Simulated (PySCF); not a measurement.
B(Cl)(OMe)(NH2) (CH₅BClNO), SMILES ClB(OC)N.

Geometry optimised at B3LYP-D3(BJ)/def2-SVP. This is a generated structure with no PubChem entry under its InChIKey; it may be hypothetical. One conformer was computed; it need not be the lowest.

These are PBE/def2-TZVP run with PySCF values and carry that method's errors.

Gas-phase values at a fixed geometry.

Computed frontier levels, gap, dipole moment and polarisability:
```
Quantity                                                                                                        Value
---------------------------------------------------------------------------------------------  ----------------------
highest occupied level                                                                                       -6.62 eV
lowest empty level                                                                                           -0.15 eV
orbital gap                                                                                                   6.46 eV
dipole moment                                                                                                  3.63 D
quadrupole, principal values (traceless, Buckingham form, about the centre of nuclear charge)   -4.49, 1.60, 2.89 D·Å
mean static polarisability                                                                       51.7 bohr³ (7.66 Å³)
polarisability, principal values                                                               39.6, 51.4, 64.1 bohr³
```
